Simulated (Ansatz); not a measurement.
Al₅As₄H₁₆⁻, a cluster cut from zinc blende AlAs (hydrogen-capped), relaxed as a singlet with RKS PBE-D4/def2-SVP in Ansatz, starting from the GFN2-xTB geometry. Force threshold 0.03 eV/Å.

Start:

```xyz
25

As    0.058    2.048    1.081
As   -2.716   -0.981    2.012
As    2.692    0.998   -2.030
As   -0.687   -1.473   -1.641
Al    2.198    2.468   -0.052
Al   -1.504    1.099    2.724
Al    0.293   -0.257    0.256
Al   -2.257   -2.413    0.000
Al    1.454   -1.056   -2.772
H     1.025    1.298    2.031
H    -2.344   -0.105    0.789
H    -4.169   -0.531    1.825
H     2.600    1.946   -3.230
H     1.162    1.177   -1.842
H     0.245   -2.448   -0.877
H     2.048    3.876   -0.780
H     3.403    2.254    0.948
H    -2.728    2.111    2.809
H    -0.744    0.720    4.056
H    -0.088   -1.188    1.557
H     1.913   -0.456    0.074
H    -1.714   -3.789    0.553
H    -3.689   -2.388   -0.690
H     2.450   -2.258   -2.536
H     1.099   -0.651   -4.265
```

```csv
step,energy (eV),largest force component (eV/Å),SCF passes
1,-276518.8315,1.171,18
2,-276519.4720,0.391,19
3,-276519.8429,0.368,20
4,-276520.1464,0.363,18
5,-276520.4512,0.370,19
6,-276520.7316,0.486,18
7,-276521.0105,0.383,18
8,-276521.2608,0.282,17
9,-276521.4393,0.172,18
10,-276521.5310,0.310,18
11,-276521.6623,0.123,17
12,-276521.7353,0.164,18
13 (rejected),-276521.7278,0.297,18
14,-276521.7712,0.061,19
15,-276521.7889,0.042,18
16,-276521.8002,0.054,17
17,-276521.8085,0.059,18
18,-276521.8197,0.097,19
19,-276521.8299,0.255,18
20,-276521.8392,0.325,19
21,-276521.8450,0.242,20
22,-276521.8521,0.019,19
23,-276521.8533,0.040,19
24,-276521.8537,0.036,20
25,-276521.8541,0.002,14
```

Force components are those of the run's own axes.

End:

```xyz
25

As    0.981    0.906    1.757
As   -2.533    0.124    0.535
As    0.878    1.373   -2.018
As    0.345   -2.104   -0.571
Al    1.835    2.509    0.045
Al   -1.379    1.321    2.458
Al    1.670   -1.506    1.491
Al   -2.134   -2.241   -0.307
Al    1.088   -1.062   -2.715
H     1.752    1.352    3.003
H    -2.445    1.049   -0.679
H    -4.040    0.286    0.737
H     1.269    2.226   -3.226
H    -0.610    1.720   -2.067
H     0.708   -3.573   -0.803
H     1.153    3.967    0.154
H     3.433    2.406   -0.136
H    -1.793    2.878    2.379
H    -1.780    0.472    3.768
H     1.113   -2.357    2.743
H     3.244   -1.572    1.145
H    -2.560   -3.190    0.924
H    -2.908   -2.392   -1.714
H     2.664   -1.279   -2.978
H     0.052   -1.311   -3.926
```

By distances, no bond broke or formed. The bond that changes most is As4–Al7, from 2.46 to 2.52 Å (atoms count from 1).

The force fell under the threshold at step 22, but the optimiser went on and released 0.002 eV more. No frequencies were taken in this run, so the end may be a saddle point.

It took 95 s on 2 threads of AMD EPYC 7R13 on a shared host and a share (18 GiB) of an NVIDIA H100 80GB HBM3, peak host memory 0.98 GiB.
